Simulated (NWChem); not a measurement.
Molecule: C₂H₇FSn; SMILES [CH3][SnH]([CH3])[F]

Results from NWChem. All runs use the structure optimised with PBE0/def2-SVP (def2 core potentials past Kr). No frequency run checked for a minimum.

Q: Estimate the computed values for PBE/STO-3G, non-relativistic. Quantities: highest occupied level (eV); orbital gap (eV); dipole (D).

A: The highest occupied level (eV) comes out as -1.85 and the orbital gap (eV) comes out as 6.63. The dipole (D) is 0.96.
